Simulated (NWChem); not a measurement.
Molecule: AlHOIF; SMILES [OH][Al]([F])[I]

```xyz
5

Al     0.1092    -1.3187     0.0000
F     -1.2274    -2.2996     0.0000
I     -0.1685     1.1026     0.0000
O      1.6627    -1.9713     0.0000
H      1.8799    -2.9053     0.0000
```
Atoms are numbered in this order, from 1.

All runs: NWChem. The geometry was optimised at PBE0/def2-SVP. def2 effective core potentials on I; no spin-orbit coupling. Level: PBE0/def2-SVPD; rows give the wavelength of the field.

```tsv
field	isotropic polarisability (bohr³)	anisotropy (bohr³)
static	___	19.7
1065 nm	61.1	20.1
589 nm	62.8	20.9
```

### Question
Complete the blanks.

### Answer

- static, isotropic polarisability (bohr³): 60.3
